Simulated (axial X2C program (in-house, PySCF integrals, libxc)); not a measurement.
Nuclear properties of PtSi⁺

Computed with an in-house all-electron X2C program for linear molecules (integrals from PySCF): two-component X2C with atomic mean-field Coulomb and Gaunt terms, Gaussian nuclei, basis Pt dyall-cv3z, Si dyall-v3z with contracted cores.

R = 2.101 Å (near the PBE0 minimum at charge 1 of the determinant lowest at the starting distance; the state shown can have its own minimum elsewhere).

Input and command:
```json
{"zs": [78, 14], "q": 1, "bas": ["dyall-cv3z", "dyall-v3z"], "r0": 2.39, "levels": ["PBE0", "HF", "B3LYP", "TPSSh", "BHandHLYP"], "nst": 3}
```
```bash
python soeom.py task.json out
```

Keys: zs atomic numbers; q charge; bas basis sets; r0 starting distance in Å; levels methods; nst determinants followed.

Determinant lowest in the PBE0 search, Ω = 1/2 (⟨Sz⟩ = 0.49, ⟨Lz⟩ = 0.01 at PBE0), spin on the atoms Pt 0.35, Si 0.14:

| level | Eeff magnitude (GV/cm) | Ws magnitude Pt (kHz) | A∥/gI Pt (MHz) | qzz Pt (a.u.) | A∥/gI Si (MHz) | qzz Si (a.u.) |
| --- | --- | --- | --- | --- | --- | --- |
| PBE0 | 36 | 76.8 | 19000 | 4.74 | 96 | -1.72 |
| HF | 77.5 | 174 | 13800 | 4.56 | -209 | -2.10 |
| B3LYP | 30.8 | 65.6 | 19300 | 4.87 | 123 | -1.72 |
| TPSSh | 31 | 65.7 | 19400 | 4.75 | 134 | -1.62 |
| BHandHLYP | 46.9 | 101 | 18000 | 4.65 | 53.6 | -1.95 |

Determinant 0.45 eV from it at PBE0 and this distance, Ω = 5/2 (⟨Sz⟩ = 0.50, ⟨Lz⟩ = 2.00 at PBE0), spin on the atoms Pt 0.54, Si -0.04:

```csv
level,Eeff magnitude (GV/cm),Ws magnitude Pt (kHz),A∥/gI Pt (MHz),qzz Pt (a.u.),A∥/gI Si (MHz),qzz Si (a.u.)
PBE0,6.85,3.11,878,-4.25,2.47,-2.19
HF,85.2,38.4,1280,-6.77,37.9,-2.24
B3LYP,4.73,2.18,829,-3.95,1.75,-2.17
TPSSh,6.45,2.92,862,-4.06,2.09,-2.10
BHandHLYP,7.22,3.3,833,-4.93,1.81,-2.41
```

Eeff is the effective electric field on the electron electric dipole moment in this Ω state and Ws the scalar–pseudoscalar constant of the nucleus named (defined with the proton number Z and per Ω); A∥ (defined per Ω) follows by multiplying with gI = μI/(I μN); qzz is the electric field gradient, eQq0 = 234.96 MHz × Q/barn × qzz. The operators were transformed with the bare-nucleus X2C matrices; with these basis sets, hyperfine constants and field gradients can be off by tens of per cent, and where levels differ in sign neither size nor sign is settled.

**Question.** With gI(195Pt) = 1.2190 (g factors from the IAEA table of nuclear moments by Stone), turn the PBE0 values of the first state into constants in MHz.

**Answer.** A∥(195Pt) = 19000 × 1.2190 = 23200 MHz.

Each state is one determinant with collinear spin. Unrestricted Hartree–Fock can overshoot spin polarisation at the nuclei. Where Eeff spreads by more than a factor of two the levels disagree and none is to be relied on. At HF a later determinant lies lower. States lie within half an eV, so the first need not be the ground state. Further determinants of the search, some of them spin-mixed, are not shown. Where a field gradient or hyperfine factor spreads by more than a factor of two over the levels, a constant derived from it is not to be relied on. PBE0 term energies can be off by some tenths of an eV.
